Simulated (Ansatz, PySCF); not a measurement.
Species: SeF3 (charge 0, doublet). SMILES: F[Se](F)F
Geometry from a B3LYP-D3(BJ)/def2-TZVP (Ansatz, a quantum-chemistry and plane-wave program) optimisation:
```
Se
F 1 1.7192
F 1 1.8141 2 86.62
F 1 1.8141 2 86.62 3 170.31
```
Charge 0, spin multiplicity 2.

Unscaled harmonic wavenumbers (cm⁻¹) in rising order, each level at the stationary point that it reaches from this structure (no distance between atoms moves by over 0.3 Å); the order of modes can differ between levels, and a negative number is imaginary. B3LYP-D3(BJ)/def2-TZVP (PySCF, at the structure above): 57, 241, 358, 554, 582, 709.

HF/6-31G* with LANL2DZ past Ar (Ansatz): 174, 312, 423, 631, 640, 787. Zero-point energy 4.2 against 3.6 kcal/mol; where all levels lie over 400 cm⁻¹, the wavenumbers are on average 1.116 times those of B3LYP-D3(BJ)/def2-TZVP.

B3LYP/6-31G* with LANL2DZ past Ar (Ansatz): 128, 247, 351, 550, 574, 674. Zero-point energy 3.6 against 3.6 kcal/mol; where all levels lie over 400 cm⁻¹, the wavenumbers are on average 0.976 times those of B3LYP-D3(BJ)/def2-TZVP.
